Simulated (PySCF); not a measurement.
**Relaxation of quartet CrOI**

Computed with UPBE0 in PySCF with Cr def2-SVP, O def2-SVP, I def2-SVP with ECP28; scalar-relativistic core potentials, no spin–orbit coupling; density-fitted integrals. A (50,194) grid was used.

A hand-made bent start, of Cs symmetry, held to at least that symmetry:

```xyz
3
charge 0 multiplicity 4, angstrom
Cr   -1.2475    0.0000   -1.0317
O    -2.6237    0.0000   -0.0681
I     0.8413    0.0000    0.4309
```

(1) What forces act on the atoms at the start (eV/Å)?

(2) What does it relax to?

(3) How much energy is released, and in how many steps?

Answers

(1) 
```csv
atom,Fx,Fy,Fz
Cr1,-2.11,0.00,2.37
O2,2.13,0.00,-2.02
I3,-0.02,0.00,-0.35
```

(2) It ends at Cs with Cr–I 2.525 Å, Cr–O 1.567 Å; I–Cr–O 135.1° (after a last refinement on a finer grid). A frequency run shows a minimum. Other isomers or separated fragments may lie lower.

(3) 34.5 kJ/mol in 7 steps.

With open d or f shells other occupations or spin states may lie lower. Spin–orbit coupling, left out here, can matter for elements this heavy.

The relaxation took of the order of 40 core-seconds on a shared host.
